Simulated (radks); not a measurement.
Task: These are the eigenvalues of the occupied orbitals of an atom or ion with whole-number occupations (hartree). Calculated with a radial shooting solver on a logarithmic mesh with Libxc functionals: Dirac Kohn-Sham, relativistic LDA (MacDonald-Vosko exchange, VWN5 correlation), spin-unpolarised, spherical densities, finite nucleus; Fermi nuclear charge, rms radius of each element as measured or else 0.836 A^(1/3) + 0.57 fm.

1s1/2: -762.6693
2s1/2: -180.6916

Which element is it, and in what charge state? The configuration may be excited. Open shells, if any, fill j = l - 1/2 first.

Result: Z = 40, zirconium, charge +36: Zr36+ in [He] 2s2. The 1s level, -762.67 hartree, gives Z - s = 39.1 by -(Z - s)^2/2, which with screening and relativity narrows Z to a few neighbours, and the depths must fix Z and the occupations together.
